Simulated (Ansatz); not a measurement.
A single point on H₅NOSSeSi, SMILES `N[Si](O)(S)[SeH]`.

```yaml
crystal:
  periodic: [false, false, false]
  atoms:
    - {symbol: N, position_ang: [-0.356612, 1.370147, 0.362365]}
    - {symbol: Si, position_ang: [-0.040714, -0.242912, -0.041905]}
    - {symbol: O, position_ang: [0.897764, -0.756318, 1.200136]}
    - {symbol: S, position_ang: [-1.850251, -1.331944, -0.309383]}
    - {symbol: Se, position_ang: [0.987375, -0.659389, -2.047614]}
    - {symbol: H, position_ang: [0.329148, 1.921116, 0.851395]}
    - {symbol: H, position_ang: [-1.013199, 1.923946, -0.159773]}
    - {symbol: H, position_ang: [1.417651, -1.542639, 1.021914]}
    - {symbol: H, position_ang: [-2.202277, -1.197301, 0.981944]}
    - {symbol: H, position_ang: [1.914117, 0.464195, -1.856180]}
basis:
  gaussian: {orbitals: def2-QZVPP}
correlation: {method: mp2}
```

```sh
$ ansatz run in.yaml --threads 4 --pin off --events-out ev --progress --plain --max-ram 10444MiB
```

Output, abridged:

```
Functional definition: HF
3007 factors; integrals over basis functions are off by at most 9.1e-4 eV
mean field evaluation 1: about -87584.2392 eV, gradient 4.9e1 eV
mean field evaluation 2: about -87584.4075 eV, gradient 4.9e1 eV
mean field evaluation 4: about -87589.2898 eV, gradient 4.0e0 eV
mean field evaluation 8: about -87589.3657 eV, gradient 4.1e-1 eV
mean field evaluation 16: about -87589.3666 eV, gradient 1.0e-6 eV
mean field -87589.36664264 eV, -3218.8498539120 hartree, gradient 1.0e-6 eV, S^2 0.000000; 0 other end points of the search recorded, 0 dependent functions left out
21 core orbitals not correlated: weight in the atoms' cores, before any rotation towards them, 1.000 or more for the frozen orbitals, at most 0.000 for the correlated occupied ones
reference -87589.36664264 eV, -3218.8498539120 hartree; 21, 21 occupied and 451, 451 virtual orbitals, 3007 factors
second order -37.85879594 eV of doubles, -0.00000000 eV of singles
Total energy: -87627.22543858 eV, -3220.2411390011 hartree
```

It took 21 s on 4 threads of an Intel Xeon 6975P-C on a shared host, with 3.3 GiB of host memory at the peak.
